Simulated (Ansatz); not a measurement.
Potential energy curve for GaH, singlet.

- RKS-PBE = restricted PBE/def2-TZVP (Ansatz, a program for electronic structure)
- RKS-B3LYP = restricted B3LYP/def2-TZVP (Ansatz)
- RKS-CAM-B3LYP = restricted CAM-B3LYP/def2-TZVP (Ansatz)
- UCCSD(T) = Ansatz with CCSD(T) on UHF/def2-TZVP, cores with 3d frozen
- UKS-PBE = Ansatz with unrestricted PBE/def2-TZVP
- UKS-CAM-B3LYP = unrestricted CAM-B3LYP/def2-TZVP in Ansatz
- UKS-B3LYP = unrestricted B3LYP/def2-TZVP run with Ansatz
- FCI = full CI/def2-TZVP, cores with 3d frozen in Ansatz

Cost and accuracy over the 23 points of the scan, with FCI as yardstick. Costs are rough ratios of core time within Ansatz on shared cores, each with its mean field (Kohn-Sham runs search longer for lower solutions than correlated ones do); the miss is the largest error against full CI of the curve after the mean shift, in kcal/mol.

Q: Which of them comes closest to FCI within 2 times the cost of the cheapest?

A: RKS-PBE, 17.1 kcal/mol off at most.

```
level          relative cost  largest error
-------------  -------------  -------------
RKS-PBE                    1           17.1
RKS-B3LYP                  1           23.9
RKS-CAM-B3LYP              1           38.6
UCCSD(T)                   4            1.8
UKS-PBE                    4            2.2
UKS-CAM-B3LYP              5            3.8
UKS-B3LYP                  5            2.9
```

Costs within a factor of two of each other count as equal.

The restricted form behind RKS-PBE, RKS-B3LYP, RKS-CAM-B3LYP keeps the bonding electrons paired and can't separate into open-shell fragments. The unrestricted determinant behind UCCSD(T) is spin-contaminated at 1.25 to 1.52, 2.54 to 6.71 Å (<S²> up to 1.0, against 0.00 for a pure singlet). The unrestricted determinant behind UKS-PBE is spin-contaminated at 3.40 to 6.71 Å (<S²> up to 1.0, against 0.00 for a pure singlet). The unrestricted determinant behind UKS-CAM-B3LYP, UKS-B3LYP is spin-contaminated at 2.98 to 6.71 Å (<S²> up to 1.0, against 0.00 for a pure singlet).
